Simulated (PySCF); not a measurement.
## Where does 4-fluorotoluene take a proton?

Molecule: `Cc1ccc(F)cc1` (C7H7F). Optimised structure (Å), atoms numbered from 1:
```
C     2.2254   -0.2439   -0.1345
C     0.7365   -0.0748   -0.0362
C    -0.1036   -1.1854    0.1176
C    -1.4864   -1.0465    0.1912
C    -2.0393    0.2258    0.1117
F    -3.3628    0.3687    0.1905
C    -1.2403    1.3503   -0.0417
C     0.1421    1.1894   -0.1135
H     2.5984   -0.9687    0.6048
H     2.5195   -0.6154   -1.1303
H     2.7502    0.7078    0.0298
H     0.3341   -2.1854    0.1844
H    -2.1441   -1.9091    0.3139
H    -1.7065    2.3356   -0.0985
H     0.7746    2.0737   -0.2298
```

Level of theory: ωB97X-D3(BJ)/def2-TZVP single points in PySCF, grid level 2; every species was optimised with PBE0-D3(BJ)/def2-SVP. Thermal corrections: PBE0-D3(BJ)/def2-SVP frequencies, unscaled, ideal gas at 298.15 K and 1 bar, quasi-RRHO entropy.

```csv
site,product,PA / kJ/mol,GB / kJ/mol,gas share
C4 (aromatic carbon),CC1=CCC(=[F+])C=C1,782,751,94.4 %
C2 (aromatic carbon),CC1C=CC(=[F+])C=C1,777,744,5.6 %
C5 (aromatic carbon),C[C+]1C=CC(F)C=C1,736,704,< 0.1 %
```

PA is −ΔH and GB is −ΔG of B + H⁺ → BH⁺ in the gas phase. Shares are Boltzmann weights among the listed products; an error of 10 kJ/mol changes a ratio about 56-fold. Sites whose products fell apart, merged with another or lost in a GFN2-xTB screen aren't listed.

C4 (aromatic carbon) comes out 7 kJ/mol ahead of C2 in free energy (3.1 kJ/mol in electronic energy). That lies inside the method's error, so the order is undecided and the shares mean little.

Measured values (NIST Chemistry WebBook, evaluated or the median of agreeing entries): proton affinity (−ΔH) 764 kJ/mol (computed 782, difference 18); gas-phase basicity (−ΔG) 736 kJ/mol (computed 751, difference 15). These are compared with the most favourable site that keeps the skeleton.

Caveats: the order of C4 and C2 is undecided: the gaps lie inside the method's error (some 10 kJ/mol, one structure a species).

Structures, frequencies and single points took 60 min of wall time on 1 thread of Arm Neoverse V2 (shared host), launched as `OMP_NUM_THREADS=1 python redox_run.py task.json out`.
